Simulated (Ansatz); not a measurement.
One change: `C=C(F)C=C(F)F` becomes `F/C=C(/F)C=C(F)F`.

Ansatz, PBE0-D4/def2-TZVP geometries, multiplicity 1. Each molecule was computed in one conformer, which needn't be the lowest.

```
                                      property  `C=C(F)C=C(F)F`
         HOMO–LUMO gap (B3LYP/def2-TZVPP) / eV             5.61
            LUMO energy (PBE0/def2-TZVPP) / eV            -0.89
           LUMO energy (B3LYP/def2-TZVPP) / eV            -1.14
             LUMO energy (PBE/def2-TZVPP) / eV            -1.78
           HOMO energy (B3LYP/def2-TZVPP) / eV            -6.74
zero-point energy (PBE0-D4/def2-TZVP) / kJ/mol            165.1
```

Problem. Give the same properties after the change, and the shifts. (An estimate is asked.)

Solution. Ansatz gave: 
| property | `F/C=C(/F)C=C(F)F` | shift |
| --- | --- | --- |
| HOMO–LUMO gap (B3LYP/def2-TZVPP) / eV | 5.45 | -0.16 |
| LUMO energy (PBE0/def2-TZVPP) / eV | -0.94 | -0.05 |
| LUMO energy (B3LYP/def2-TZVPP) / eV | -1.20 | -0.06 |
| LUMO energy (PBE/def2-TZVPP) / eV | -1.80 | -0.02 |
| HOMO energy (B3LYP/def2-TZVPP) / eV | -6.65 | 0.09 |
| zero-point energy (PBE0-D4/def2-TZVP) / kJ/mol | 145.9 | -19.2 |

With PBE0 the HOMO rises by 0.11 eV and the LUMO falls by 0.05 eV, so the gap narrows by about 0.16 eV. PBE moves the HOMO by 0.18 eV and ωB97M-V by 0.12 eV.

B3LYP here is the variant with VWN-RPA as its local correlation; programs differ in this.
